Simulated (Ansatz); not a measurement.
Total energies of `[OH][Al]([OH])[Cl]`.

Z-matrix (Å, degrees):
```
Al
O 1 1.680
Cl 1 2.092 2 120.9
O 1 1.680 2 118.2 3 179.9
H 2 0.955 1 122.5 3 0.0
H 4 0.955 1 122.5 2 -180.0
```

Charge 0, multiplicity 1. All single points use the PBE0-D4/def2-TZVP geometry. It is one conformer, not always the lowest. Basis def2-TZVPP, Ansatz 0.2.0.

RPA on PBE orbitals: Hartree–Fock energy of these orbitals -852.55667 Eh, correlation -1.15392 Eh (frozen core).

| functional | kind | energy without D4 (Eh) | D4 term (kJ/mol) |
| --- | --- | --- | --- |
| r2SCAN | meta-GGA | -854.44085 | -2.5 |
| r2SCAN0 | meta-GGA hybrid, 25 % | -854.40952 | -3.0 |

(1) Give the same for LDA (SPW92), PBE, revPBE, BLYP, B97M-V, PBE0, B3LYP, r2SCANh, HSE06 (plane-wave form), BHLYP, CAM-B3LYP, LC-ωPBE, ωB97X-V, ωB97M-V, B2PLYP, PBE-QIDH. (An estimate is asked.)

B3LYP takes the VWN-RPA correlation (the form of Gaussian; ORCA's B3LYP/G). HSE06 is the plane-wave form, built on full-range PBE exchange. The double hybrids freeze the cores in their second-order part.

Answers

(1) The calculation gave: 
| functional | kind | energy without D4 (Eh) | D4 term (kJ/mol) |
| --- | --- | --- | --- |
| LDA (SPW92) | LDA | -850.94956 | – |
| PBE | GGA | -854.08049 | -10.9 |
| revPBE | GGA | -854.37270 | -29.2 |
| BLYP | GGA | -854.54670 | -23.5 |
| B97M-V | meta-GGA with VV10 | -854.34222 | – |
| PBE0 | global hybrid, 25 % exact exchange | -854.13969 | -9.2 |
| B3LYP | global hybrid, 20 % | -854.60616 | -17.8 |
| r2SCANh | meta-GGA hybrid, 10 % | -854.42797 | -2.7 |
| HSE06 (plane-wave form) | screened hybrid | -854.11942 | -8.7 |
| BHLYP | global hybrid, 50 % | -854.49991 | -14.8 |
| CAM-B3LYP | range-separated hybrid | -854.54487 | -9.5 |
| LC-ωPBE | long-range corrected hybrid | -854.27182 | – |
| ωB97X-V | range-separated hybrid GGA with VV10 | -854.40579 | – |
| ωB97M-V | range-separated hybrid meta-GGA with VV10 | -854.49016 | – |
| B2PLYP | double hybrid | -854.23295 | – |
| PBE-QIDH | double hybrid | -853.95473 | – |

LC-ωPBE has ω = 0.4 bohr⁻¹.
